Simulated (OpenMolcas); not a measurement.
A run on I3+.

```yaml
Program: OpenMolcas
Method: "XMS-CASPT2, IPEA 0.25 Eh, imaginary shift 0.1 Eh (closed shells correlated: 4d)"
Basis: ANO-RCC-VTZP [7s6p4d2f1g]
Scalar_Hamiltonian: DKH2, point nucleus
Active_space: 4 electrons in 4 orbitals (5s 5p)
State_averaging: 2S+1 = 3 even, 6 roots; 2S+1 = 1 even, 12 roots; 2S+1 = 5 odd, 1 root; 2S+1 = 3 odd, 9 roots; 2S+1 = 1 odd, 8 roots
Spin-orbit_coupling: state interaction with AMFI integrals over the reference wave functions, term energies averaged over their components
```

First CASPT2 step and the start of its output:

```
&CASPT2
XMultistate=6 1 2 3 4 5 6
Frozen=9 9
IPEA=0.25
Imaginary=0.1
MaxIter=60
WThr=0.0 0.3 0.05
PrWF=0.5
NoMix
```

```
--- CASPT2 ---
Orbital specifications:
      -----------------------

      Symmetry species                           1   2
                                                ag  au
      Frozen orbitals                            9   9
      Inactive orbitals                          5   0
      Active orbitals                            1   3
      Secondary orbitals                        21  20
      Deleted orbitals                           0   0
      Number of basis functions                 36  32
Type of calculation                        XMS-CASPT2
      Fock operator                              state-average
      IPEA shift                                 0.25
      Real shift                                 0.00
      Imaginary shift                            0.10
      The input orbitals will be transformed to quasi-canonical
      The input states will be rotated to diagonalize the Fock operator
Reference energy:       -7108.7674277166
      E2 (Non-variational):      -0.5012813228
      Shift correction:          -0.0002332871
      E2 (Variational):          -0.5015146098
      Total energy:           -7109.2689423264
      Residual norm:              0.0000000909
      Reference weight:           0.92315
      Contributions to the CASPT2 correlation energy
      Active & Virtual Only:         -0.0519407205
      One Inactive Excited:          -0.1320675951
      Two Inactive Excited:          -0.3172730072
Reference energy:       -7108.7674277161
      E2 (Non-variational):      -0.5008970489
      Shift correction:          -0.0002295310
      E2 (Variational):          -0.5011265799
      Total energy:           -7109.2685542960
      Residual norm:              0.0000000908
      Reference weight:           0.92350
...
```

Over all roots the printed reference weights run from 0.64 to 0.94, and roots that are degenerate in the reference spread by up to 9200 cm-1.

Question: Did the run give usable levels, and if not, why?

Answer: No. The equations converged, but the reference weight falls to 0.64 for at least one root against 0.94 for the best. A drop of that size marks an intruder state, so the energies of such roots and the levels built on them can't be trusted.
